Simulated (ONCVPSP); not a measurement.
## Configuration tests for Ag (ONCV)

| Item | Value |
| --- | --- |
| Element | Ag (Z = 47) |
| Generator | ONCVPSP 4.0.1 |
| Type | optimised norm-conserving Vanderbilt (ONCV) |
| Functional | PBE |
| Relativity | scalar-relativistic |
| Frozen core | [Ar] 3d10 4s2 |
| Valence charge | 17 |
| Reference configuration | 4p6 4d10 5s1 |
| Partial waves | 5s: rc 2.30 bohr, ncon 3, nbas 8, qcut 2.6 1/bohr, 2 projectors, debl 3 Ha; 4p: rc 1.35 bohr, ncon 4, nbas 9, qcut 11.7 1/bohr, 1 projector; 4d: rc 1.35 bohr, ncon 4, nbas 9, qcut 6.7 1/bohr, 3 projectors, debl 3.9 Ha |
| Local potential | polynomial inside 0.90 bohr (lpopt 3, dvloc0 0 Ha) |
| Core correction | Teter function fitted to the true core (icmod 2), fcfact 0.45 |

Energies are relative to the spin-unpolarised reference configuration 4p6 4d10 5s1; without spin polarisation the order of configurations can differ from experiment.

```
valence configuration  charge  ΔE all-electron (eV)  error AE − PS (meV)
          4p6 4d9 5s0      +2                29.871                 +1.8
          4p6 4d8 5s0      +3                66.064                  +16
      4p6 4d9 5s1 5p1       0                 8.572                  +51
```

Question: What are ΔE and the potential's error for 4p6 4d10 5s0?

Answer: ΔE = 7.757 eV all-electron; the error (AE − PS) is -6.1 meV.

Levels in the configuration 4p6 4d9 5s0:

```
level  all-electron (eV)  pseudo (eV)
   4p            -80.977      -80.939
   4d            -28.891      -28.878
```

Note: ghosts flagged at negative energy: s at -115.5 eV; GHOST(+) flagged for s at 112.0 eV. A true bound ghost makes a file unfit for plane-wave use.
